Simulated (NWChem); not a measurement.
# C3H2FNS; SMILES Fc1nccs1

Computed with NWChem. The level has its own optimisation; frequencies are unscaled. Brackets give each atom's bonded neighbours.

**Question.** Predict the results for Hartree-Fock/STO-3G. Quantities: r C–F (Å); r C–N [C(FNS)–N(CC)] (Å); r C–S [C(FNS)–S(CC)] (Å); r C–N [C(CHN)–N(CC)] (Å); highest harmonic frequency (cm⁻¹); lowest (cm⁻¹); zero-point energy (kcal/mol); dipole (D).

**Answer.** 
| Property | Value |
|---|---|
| r C–F (Å) | 1.344 |
| r C–N [C(FNS)–N(CC)] (Å) | 1.301 |
| r C–S [C(FNS)–S(CC)] (Å) | 1.751 |
| r C–N [C(CHN)–N(CC)] (Å) | 1.428 |
| highest harmonic frequency (cm⁻¹) | 3773 |
| lowest (cm⁻¹) | 301 |
| zero-point energy (kcal/mol) | 34.6 |
| dipole (D) | 2.47 |
